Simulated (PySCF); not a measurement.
## How methods differ on the ionisation energy of S⁺

S⁺ [Ne] 3s2 3p3 (4S) → S²⁺ [Ne] 3s2 3p2 (3P), as a difference of total energies. Calculation: PySCF 2.14, in an uncontracted even-tempered set (20 s from 0.028 bohr⁻², ratio 2.5; 14 p from 0.036 bohr⁻², ratio 2.5; 6 d from 0.67 bohr⁻², ratio 2.7; 5 f from 1 bohr⁻², ratio 2.7); no relativity, point nucleus. Correlated levels: outer shells: 1s2 frozen; virtual orbitals above 40 to 60 times the deepest correlated orbital energy dropped. The calculations carry no spin-orbit coupling.

```csv
method,ionisation energy (eV)
UHF,22.743
MP2 (outer shells),23.215
SCS-MP2 (outer shells),23.058
CCSD (outer shells),23.129
CCSD(T) (outer shells),23.142
```

Task: How much does correlation contribute at CCSD(T) (outer shells)?

Result: 23.142 − (22.743) = 0.399 eV, measured against UHF.

The reference lies between the lowest fine-structure levels, while these numbers refer to the centres of the terms.

For comparison: 23.338 eV (measured; NIST Atomic Spectra Database, ionization energies).
